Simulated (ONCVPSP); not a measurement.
**promethium (Pm): ONCV pseudisation with LDA (Perdew-Wang 92), scalar-relativistic reference atom.**

promethium (Pm), optimised norm-conserving Vanderbilt (ONCV), made with ONCVPSP 4.0.1 (LDA (Perdew-Wang 92), scalar-relativistic). Core [Kr] 4d10, reference 4f5 5s2 5p6 (charge +2). Waves: 5s: rc 1.65 bohr, ncon 4, nbas 7, qcut 3.3 1/bohr, 2 projectors, debl 2.4 Ha; 5p: rc 1.65 bohr, ncon 4, nbas 8, qcut 4.4 1/bohr, 2 projectors, debl 0.7 Ha; d scattering state at 0.3 Ha: rc 1.25 bohr, ncon 4, nbas 7, qcut 6.8 1/bohr, 2 projectors, debl 3.6 Ha; 4f: rc 1.65 bohr, ncon 4, nbas 9, qcut 11.7 1/bohr, 2 projectors, debl 2.4 Ha. Local part: polynomial inside 1.00 bohr (lpopt 5, dvloc0 1 Ha). Core correction: Teter function, fcfact 4.75, rcfact 1.15.

In the p channel the program set the typed energies aside and used -1.321, 0.250 Ha.

All-electron outer shells of the reference configuration (LDA (PZ), scalar-relativistic, ld1.x):

```json
{"shell": "5p", "level (eV)": "-35.95", "outermost node (bohr)": "0.75", "outermost maximum (bohr)": "1.46"}
{"shell": "4f", "level (eV)": "-15.48", "outermost node (bohr)": "–", "outermost maximum (bohr)": "0.64"}
```

(1) Estimate the cutoffs (Ha) at which the residual kinetic energy of the hardest occupied pseudo-wave falls to 1 and 0.1 mHa per electron.

(2) What does a ghost test show?

Results:

(1) 53 Ha and 74 Ha.

(2) Ghosts flagged at negative energy: s at -120.0 eV, d at -105.9 eV; GHOST(+) flagged for p at 57.0 eV. A true bound ghost makes a file unfit for plane-wave use.

Its largest configuration-test error is +230 meV (4f4 5s2 5p6). 3 of 4 tests not solved or not reliable.
